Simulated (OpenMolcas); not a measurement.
# Multiconfigurational calculation on Cu2+

Cu2+ among 5 point charges of -1.5 e arranged as a trigonal bipyramid (D3h), 1.91 Å from the ion, with the axial distance 1.643 Å.

Input:

```
&GATEWAY
Coord
1

Cu 0.0 0.0 0.0
Basis=ANO-RCC-VTZP
Group=NoSym
NoMove
AngMom=0.0 0.0 0.0
AMFI
XField
5 Angstrom 0
1.910000 0.000000 0.000000 -1.500000
-0.955000 1.654109 0.000000 -1.500000
-0.955000 -1.654109 0.000000 -1.500000
0.000000 0.000000 1.642600 -1.500000
0.000000 0.000000 -1.642600 -1.500000
&SEWARD
* reference wave functions (RASSCF and RASSI steps not shown): 9 electrons in 5 orbitals (3d)
>>> COPY JOB001 $Project.JobIph
&CASPT2
Multistate=5 1 2 3 4 5
NoMult
Frozen=5
IPEA=0.25
Imaginary=0.1
MaxIter=60
WThr=0.0 0.3 0.05
PrWF=0.5
NoMix
```

Launched by
```bash
OMP_NUM_THREADS=1 MOLCAS_MEM=1689 MOLCAS_PROJECT=a pymolcas a.inp > a.log  # once for each step of the input, in one work folder
```

Output, cut to the results:

```
--- CASPT2 ---
Orbital specifications:
      -----------------------

      Symmetry species                           1
                                                 a
      Frozen orbitals                            5
      Inactive orbitals                          4
      Active orbitals                            5
      Secondary orbitals                        45
      Deleted orbitals                           0
      Number of basis functions                 59
Type of calculation                        SS-CASPT2
      Fock operator                              state-specific
      IPEA shift                                 0.25
      Real shift                                 0.00
      Imaginary shift                            0.10
      The input orbitals will be transformed to quasi-canonical
Reference energy:       -1656.7070784578
      E2 (Non-variational):      -0.7282880405
      Shift correction:          -0.0001270417
      E2 (Variational):          -0.7284150822
      Total energy:           -1657.4354935399
      Residual norm:              0.0000003498
      Reference weight:           0.92869
      Contributions to the CASPT2 correlation energy
      Active & Virtual Only:         -0.3582533543
      One Inactive Excited:          -0.2848472083
      Two Inactive Excited:          -0.0851874779
Reference energy:       -1656.6849367323
      E2 (Non-variational):      -0.7260712020
      Shift correction:          -0.0001284292
      E2 (Variational):          -0.7261996312
      Total energy:           -1657.4111363636
      Residual norm:              0.0000004295
      Reference weight:           0.92935
      Contributions to the CASPT2 correlation energy
      Active & Virtual Only:         -0.3568275368
      One Inactive Excited:          -0.2840614516
      Two Inactive Excited:          -0.0851822136
::    CASPT2 Root  1     Total energy:  -1657.43549354
::    CASPT2 Root  2     Total energy:  -1657.41113636
::    CASPT2 Root  3     Total energy:  -1657.41113621
::    CASPT2 Root  4     Total energy:  -1657.39418381
::    CASPT2 Root  5     Total energy:  -1657.39393032
```

Spin-orbit levels above the lowest (labels of D3, the rotations of D3h), with the averaged single-state CASPT2 energies on the diagonal:

```csv
E (cm-1),Degeneracy,Label,2S+1,g
0,2,E1/2,2,1.95 2.76 2.76
4980,2,E3/2,2,0.00 0.00 3.95
6100,2,E1/2,2,0.05 0.75 0.75
8460,2,E1/2,2,0.00 0.00 5.99
10200,2,E3/2,2,0.00 0.00 2.03
```

Roots that are degenerate in the reference are averaged as groups; the widest CASPT2 spread within a group is 56 cm-1 (the 2-fold group of multiplicity 2 near 9090 cm-1 above the lowest state of its run). Shifts and gaps below about the spread of the groups concerned are not significant. Free-ion shares, where given, are those of the reference states; single-state CASPT2 does not remix them. This is an electrostatic model: the charges have no orbitals. No measured value stands beside these numbers.

The CASPT2 steps took 1.2 s on 1 thread of Arm Neoverse V2, with other jobs on the host; the integral step is not counted.
